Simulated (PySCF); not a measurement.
# In³⁺ (indium, charge +3) across methods

[Kr] 4d10, closed-shell 1S. Computed with PySCF 2.14 in x2c-TZVPPall (8s6p4d2f, 60 functions), with the spin-free X2C one-electron Hamiltonian (Gaussian nucleus).

| method | E (hartree) | mean ε 4s (eV) | mean ε 4p (eV) | mean ε 4d (eV) | Σ⟨r²⟩ (bohr²) | ⟨S²⟩ |
| --- | --- | --- | --- | --- | --- | --- |
| UHF | -5876.44360 | -173.30 | -126.60 | -56.568 | 25.47 | 0.000 |
| PBE | -5878.54 | -149.12 | -107.76 | -47.888 | 25.67 | 0.000 |
| r2SCAN | -5878.99 | -152.24 | -109.93 | -48.329 | 25.54 | 0.000 |
| wB97M-V | -5878.60 | -157.99 | -115.23 | -52.859 | 25.62 | 0.000 |
| M06-L | -5878.92 | -152.58 | -109.99 | -48.032 | 25.37 | 0.000 |
| B2PLYP | -5878.33 | -162.20 | -117.98 | -52.698 | 25.59 | 0.000 |
| LDA | -5873.09 | -149.11 | -107.86 | -48.132 | 25.73 | 0.000 |
| CAM-B3LYP | -5879.27 | -156.33 | -113.90 | -51.856 | 25.68 | 0.000 |
| PBE0 | -5878.64 | -155.51 | -112.81 | -50.363 | 25.58 | 0.000 |
